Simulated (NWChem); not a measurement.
**Atomisation of H$_{5}$AlAsF**

```
As
H 1 1.5246
H 1 1.5247 2 96.54
H 1 1.5256 2 96.73 3 97.62
Al 1 2.6866 2 118.71 3 -127.99
F 5 1.6997 1 93.36 2 57.85
H 5 1.6023 6 116.17 1 100.55
H 5 1.6023 7 123.80 6 -157.02
```
Charge 0, spin multiplicity 1.

All runs are NWChem calculations. Structure: optimised with PBE/def2-SVP, a minimum by its harmonic frequencies.

Basis set: def2-TZVP. The atomisation energy is electronic alone: no zero-point, thermal, spin-orbit or counterpoise terms. No value is extrapolated to the basis-set limit. Free atoms are single determinants with multiplicities Al 2, H 2, F 2, As 4. Correlated methods freeze the same cores in atoms and molecule, 15 orbitals in all.

| method | atomisation energy (kcal/mol) | relative cost |
|---|---|---|
| LC-wPBE (omega 0.3 per bohr) | 507.1 | 10 |
| PBE | 509.0 | under 3 |
| B3LYP | 513.1 | under 3 |
| PBE0 | 502.4 | 1 |
| M06-2X | 506.7 | under 3 |
| CAM-B3LYP | 518.2 | 9 |
| MP2 | 492.6 | under 3 |
| LDA (SVWN5) | 579.1 | under 3 |
| HF | 375.9 | under 3 |

The values span 203.2 kcal/mol, from HF (lowest) to LDA (SVWN5) (highest). Relative cost: rough, from shared machines, SCF included, PBE0 = 1. Costs are the molecule's.

The Hamiltonian is non-relativistic. B3LYP has NWChem's definition, with VWN1-RPA local correlation. GW and range-separated runs recompute their integrals, the others keep them in memory, which bears on the times. The structure started from a generated list of species. No SCF solution was tested for a lower state. Open-shell Hartree-Fock references start from PBE0 orbitals; any time given for them includes that run.
